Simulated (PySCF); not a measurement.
## Electron correlation in Fe (iron, neutral)

[Ar] 3d6 4s1 4p1, one real determinant (an excited configuration). Calculation: PySCF 2.14, in x2c-TZVPPall with one added diffuse shell each of s, p, d, f type (7s6p5d3f1g, 80 functions); scalar relativity by spin-free X2C-1e. Frozen: [Ne]; 16 electrons correlated.

MP2 pair energies summed by pair of shells (mhartree):

| pair | energy | share (%) |
| --- | --- | --- |
| 3p-3d | -186.59 | 38.7 |
| 3d-3d | -126.44 | 26.2 |
| 3p-3p | -68.38 | 14.2 |
| 3s-3d | -32.49 | 6.7 |
| 3s-3p | -29.62 | 6.1 |
| 3d-4s | -14.44 | 3.0 |
| 3d-4p | -7.48 | 1.6 |
| 3p-4s | -6.96 | 1.4 |
| 3s-3s | -4.15 | 0.9 |
| 3p-4p | -3.00 | 0.6 |
| 4s-4p | -2.01 | 0.4 |
| 3s-4s | -0.61 | 0.1 |
| 3s-4p | -0.29 | 0.1 |

Total MP2 correlation energy: -482.47 mhartree.

Same-spin part -176.38 and opposite-spin part -306.09 mhartree; SCS-MP2 scales them by 1/3 and 6/5 to -426.10 mhartree.

The reference is one real determinant that mixes LS terms of this configuration.

This basis was not built for core-valence correlation, so the inner-shell part is incomplete.
